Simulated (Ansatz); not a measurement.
A set of 12 reactions (redistribution), with CCSD(T)/CBS values in kJ/mol:

```tsv
reaction	ΔE
`[CH3][Ge]([Cl])([Cl])[Cl]` + `C[SiH]([GeH3])C#N` → `N#[C][Ge]([Cl])([Cl])[Cl]` + `C[SiH](C)[GeH3]`	63.4
`[NH2][Mo]([OH])(=[S])=[S]` + `CCB(S)Cl` → `[OH][Mo](=[S])(=[S])[Cl]` + `CCB(N)S`	-81.9
`B[SiH2]B[SiH2]C` + `OB[SiH3]` → `C[SiH2]B[SiH3]` + `B[SiH2]BO`	3.9
`[F][Sn]([F])([F])[Cl]` + `[Cl][Al]([Cl])[SeH]` → `[F][Sn]([F])([Cl])[Cl]` + `[F][Al]([Cl])[SeH]`	-60.4
`[SiH3][SiH2][BH][GeH3]` + `O[CH2][GaH2]` → `O[BH][GeH3]` + `[SiH3][SiH2][CH2][GaH2]`	-274.7
`CNB(F)[SiH2]Cl` + `[SiH3][NH][GeH3]` → `CNB(F)[SiH3]` + `Cl[SiH2][NH][GeH3]`	-11.6
`CB(F)[SeH]` + `CN[CH2][SnH3]` → `C[B](F)[SnH3]` + `CNC[SeH]`	101.4
`[SnH3][SnH3]` + `CN[SiH2]CCl` → `ClC[SiH2][SnH3]` + `C[NH][SnH3]`	105.7
`C[O][Mg][Br]` + `O[SiH2]O` → `C[O][MgH]` + `O[SiH](O)Br`	99.8
`C[Si@H](O)O[Si@@H](O)F` + `CN([SiH3])[SiH2]Cl` → `C[SiH](O)O[SiH2]O` + `CN([SiH2]F)[SiH2]Cl`	18.2
`S[SiH2]S` + `C[SiH](C)CO` → `O[SiH](S)S` + `C[SiH](C)C`	-224.3
`CB(F)[SeH]` + `[CH3][Bi]([Cl])[Cl]` → `CB(Cl)[SeH]` + `[CH3][Bi]([F])[Cl]`	84.7
```

Computed with Ansatz on PBE0-D4/def2-TZVP structures; ΔE is electronic, products minus reactants. CCSD(T)/CBS adds triple-zeta CCSD(T) − MP2 to the extrapolated MP2 energy (def2 sets, frozen cores). Functionals use def2-TZVPP. B3LYP here is the variant with VWN-RPA as its local correlation; programs differ in this. def2 core potentials past Kr. For Bi, Br, Ga, Ge, Mg, Mo, Se, Sn outer-core shells are correlated without core-valence functions, which leaves a few kJ/mol of doubt a bond. Scalar relativity is left out up to krypton. One conformer a species, not always the lowest.

Question: Give the mean, mean absolute and largest difference (level minus CCSD(T)/CBS, kJ/mol) for: PBE-D4, r2SCAN-D4, B3LYP-D4, ωB97X-V, B2PLYP, PBE, r2SCAN, B3LYP, HF/def2-TZVPP, MP2/def2-TZVPP, CCSD/def2-TZVPP, CCSD(T)/def2-TZVPP, HF/CBS(def2), MP2/CBS(def2). (Best estimate.)

Answer: Ansatz gave: 
```csv
level,mean,mean absolute,largest
PBE-D4,-0.1,6.5,-15.4
r2SCAN-D4,0.4,1.7,-4.0
B3LYP-D4,0.6,3.0,-6.4
ωB97X-V,1.1,3.1,8.1
B2PLYP,-0.2,2.3,-6.3
PBE,0.2,6.0,15.4
r2SCAN,0.4,1.6,3.6
B3LYP,1.2,3.6,7.7
HF/def2-TZVPP,4.8,6.5,25.5
MP2/def2-TZVPP,-2.4,4.4,-14.9
CCSD/def2-TZVPP,1.0,2.4,8.3
CCSD(T)/def2-TZVPP,0.1,1.8,-5.9
HF/CBS(def2),4.5,6.5,22.5
MP2/CBS(def2),-2.5,4.9,-16.9
```

The largest T1 diagnostic in the set is 0.025, for `[NH2][Mo]([OH])(=[S])=[S]` (customary mark 0.02).

CCSD(T)/CBS is a level of theory with its own doubt, and the functionals carry their triple-zeta basis error, so these figures describe this set and don't rank the functionals.
